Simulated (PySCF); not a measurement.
Below is a simulated gas-phase C 1s photoelectron spectrum of `c1ccoc1[SiH2]C#[C][GeH3]`.

Every computed line was given a Gaussian of 0.7 eV full width at half maximum and an area set by the number of equivalent atoms; the highest printed point is 100. Method: delta-SCF UKS SCAN, pcX-2 on the ionised atom, pcseg-1 elsewhere, spin-free X2C in PySCF 2.14.0.

binding energy (eV), intensity and a bar:
```
    288.8          0 
    288.9          0 
    289.0          1 
    289.1          3 #
    289.2          7 ##
    289.3         13 ####
    289.4         22 #######
    289.5         35 ##########
    289.6         50 ###############
    289.7         66 ####################
    289.8         80 ########################
    289.9         91 ###########################
    290.0         97 #############################
    290.1        100 ##############################
    290.2         99 ##############################
    290.3         94 ############################
    290.4         85 ##########################
    290.5         75 ######################
    290.6         65 ###################
    290.7         57 #################
    290.8         52 ###############
    290.9         49 ###############
    291.0         49 ###############
    291.1         48 ##############
    291.2         48 ##############
    291.3         47 ##############
    291.4         46 ##############
    291.5         43 #############
    291.6         37 ###########
    291.7         31 #########
    291.8         23 #######
    291.9         15 #####
    292.0          9 ###
    292.1          5 #
    292.2          2 #
    292.3          1 
    292.4          0 
    292.5          0
```

How many maxima does the curve show, and how many computed lines lie under it?

The curve has 1 maximum (at 290.1 eV). Under it lie 6 lines from 6 inequivalent carbon sites. At this width some lines have no maximum of their own.

Decompose the envelope and assign each component. Numbering: `[GeH3:1][C:2]#[C:3][SiH2:4][c:5]1[cH:6][cH:7][cH:8][o:9]1`.

```tsv
position (eV)	relative area	line	atoms	environment
289.79	1	C 1s	C3	alkyne carbon
289.94	1	C 1s	C2	alkyne carbon
290.27	1	C 1s	C6	aromatic CH carbon
290.40	1	C 1s	C7	aromatic CH carbon
290.99	1	C 1s	C5	substituted aromatic carbon
291.52	1	C 1s	C8	aromatic CH next to a ring oxygen
```

The listed C 1s values span 1.73 eV, from C3 (bonded to C (triple bond) and Si) to C8 (bonded to O (aromatic in the SMILES), C (aromatic in the SMILES) and H). Summing the Pauling electronegativity differences to the bonded atoms, each weighted by its formal bond order, gives -0.65 for the lowest site and +0.99 for the highest; no listed site has a larger sum than the highest.

Shake-up satellites, vibrational structure and lifetime widths aren't simulated. The unrestricted hole states depart most from a pure doublet (⟨S²⟩ = 0.75; over 0.85 named) for C 1s of C2 (0.86) and C 1s of C3 (0.86), which makes these values less certain. Geometry: PBE0-D3(BJ)/def2-SVP, one conformer, isolated molecule.

Hardware: one thread, Arm Neoverse V1 (aarch64), no GPU (shared host). Cost: 3.1 min of wall time, 0.91 GiB resident at most.

Shape of the structure used: `[GeH3:1][C:2]#[C:3][SiH2:4][c:5]1[cH:6][cH:7][cH:8][o:9]1`: C3–Si4–C5–C6 3°.
